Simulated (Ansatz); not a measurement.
Consider the formal hydrolysis of a C–S bond: `BSCS` + H₂O → `BSCO` + H₂S.

Isolated molecules relaxed with PBE0-D4/def2-TZVP in Ansatz; ΔE leaves out vibrations. CCSD(T)/CBS adds triple-zeta CCSD(T) − MP2 to the extrapolated MP2 energy (def2 sets, frozen cores). This one scheme is used for every species. DFT in def2-TZVPP. One conformer a species, not always the lowest.

`BSCS`:

```xyz
9

B     1.214    0.643   -1.138
S     1.083    0.351    0.583
C    -0.694    0.099    0.861
S    -1.149   -1.593    1.272
H     0.245    0.648   -1.835
H     2.314    0.831   -1.557
H    -1.238    0.459   -0.009
H    -0.982    0.694    1.728
H    -0.793   -2.133    0.095
```

H₂O:

Z-matrix (Å, degrees):
```
O
H 1 0.960
H 1 0.960 2 105.1
```

`BSCO`:

Z-matrix (Å, degrees):
```
C
S 1 1.834
O 1 1.389 2 113.0
H 1 1.090 2 106.8 3 -117.3
H 1 1.094 2 106.9 3 125.4
B 2 1.754 1 103.7 3 -104.3
H 3 0.962 1 108.7 2 64.4
H 6 1.195 2 120.5 1 -1.2
H 6 1.192 2 117.0 1 178.8
```

H₂S:

Cartesian coordinates in Å:
```
S -0.001 0.503 -0.362
H 0.340 -0.780 -0.555
H -0.339 0.277 0.916
```

```csv
level,ΔE (eV)
PBE-D4,0.28
BHLYP-D4,0.26
r2SCANh,0.25
HF/def2-TZVPP,0.15
```

Question: What does CCSD(T)/CBS give? (Best estimate.)

Answer: Computed: +0.35 eV. The listed levels differ from it by -0.07, -0.09, -0.10, -0.20 eV.

Largest T1 diagnostic among the species: 0.014.

Leaving LDA and LC-ωPBE aside and taking each functional with its dispersion term where it has one, the values, not all of them listed here, spread over 0.09 eV, from CAM-B3LYP-D4 to PBE-QIDH. At CCSD(T), def2-SVP lies −0.25 eV from the extrapolated value and def2-TZVPP −0.07 eV. In def2-TZVPP, CCSD(T) changes the Hartree–Fock value by +0.13 eV (the triples alone add +0.02 eV) and MP2 by +0.23 eV.
